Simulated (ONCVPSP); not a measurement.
# Cutoff test, Tl (Z = 81), ONCV

| Quantity | Value |
| --- | --- |
| Element | Tl (Z = 81) |
| Generator | ONCVPSP 4.0.1 |
| Type | optimised norm-conserving Vanderbilt (ONCV) |
| Functional | PBE |
| Relativity | scalar-relativistic |
| Frozen core | [Xe] 4f14 5d10 |
| Valence charge | 3 |
| Reference configuration | 6s1 6p2 |
| Partial waves | 6s: rc 1.90 bohr, ncon 4, nbas 7, qcut 2.9 1/bohr, 2 projectors, debl 3.6 Ha; 6p: rc 2.85 bohr, ncon 5, nbas 9, qcut 2.5 1/bohr, 2 projectors, debl 1.8 Ha; d scattering state at 0.11 Ha: rc 2.95 bohr, ncon 4, nbas 7, qcut 3.6 1/bohr, 3 projectors, debl 3.5 Ha |
| Local potential | polynomial inside 1.75 bohr (lpopt 2, dvloc0 2 Ha) |
| Core correction | Teter function, fcfact 2.25, rcfact 1.75 |

Task: For each optimised wave give the share of its norm inside rc, the residual kinetic energy above qcut (Ha) and the cutoffs (Ha) for errors of 10, 1, 0.1 and 0.01 mHa per electron.

Result:

```json
{"wave": "6s", "norm inside rc": "0.281", "residual KE": "7.2e-03", "10 mHa": "3.9", "1 mHa": "10.1", "0.1 mHa": "21.9", "0.01 mHa": "26.6"}
{"wave": "s projector 2", "norm inside rc": "0.109", "residual KE": "3.0e-01", "10 mHa": "13.5", "1 mHa": "41.7", "0.1 mHa": "50.4", "0.01 mHa": "69.0"}
{"wave": "6p", "norm inside rc": "0.346", "residual KE": "1.9e-03", "10 mHa": "1.0", "1 mHa": "4.2", "0.1 mHa": "25.7", "0.01 mHa": "31.5"}
{"wave": "p projector 2", "norm inside rc": "0.177", "residual KE": "5.2e-02", "10 mHa": "4.9", "1 mHa": "12.6", "0.1 mHa": "31.5", "0.01 mHa": "37.0"}
{"wave": "d projector 1", "norm inside rc": "0.062", "residual KE": "5.7e-04", "10 mHa": "1.6", "1 mHa": "5.8", "0.1 mHa": "16.6", "0.01 mHa": "20.8"}
{"wave": "d projector 2", "norm inside rc": "0.188", "residual KE": "7.7e-02", "10 mHa": "23.2", "1 mHa": "27.6", "0.1 mHa": "38.4", "0.01 mHa": "60.4"}
{"wave": "d projector 3", "norm inside rc": "0.126", "residual KE": "5.3e-01", "10 mHa": "32.3", "1 mHa": "37.6", "0.1 mHa": "50.3", "0.01 mHa": "78.9"}
```

The occupied waves need 10 Ha and 26 Ha for 1 and 0.1 mHa. The cutoffs count occupied waves only; projector 2 of the s channel, the hardest unoccupied one, needs 42 Ha at the loose tolerance. Note: no bound ghost flagged; GHOST(+) flagged for s at 119.5 eV. Its largest configuration-test error is -397 meV.
